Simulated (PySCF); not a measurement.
```xyz
3
charge 0 multiplicity 3, angstrom
O     0.0000    0.0000    0.0000
Sr    0.0000    0.0000    2.1116
Sr    0.0000    0.0000   -2.1116
```

Level of theory: PySCF, UPBE0, basis O def2-TZVP, Sr def2-TZVP with ECP28 (scalar-relativistic core potentials, no spin–orbit coupling, density fitting).

This geometry of Sr2O is a stationary point at this level.

(1) What is the point group?

(2) Is it a minimum?

(3) List the harmonic modes with their infrared intensities.

(4) What is the atomisation energy, with and without zero-point energy?

Answers

(1) D∞h.

(2) Yes: all harmonic wavenumbers are real.

(3) 
```csv
symmetry,ω (cm⁻¹),"IR (km/mol, summed over degenerate members)"
πu,82,0.5
σg+,220,0.0
σu+,684,515
```

(4) 688 kJ/mol without, 681 kJ/mol with.

This need not be the most stable arrangement of these atoms.
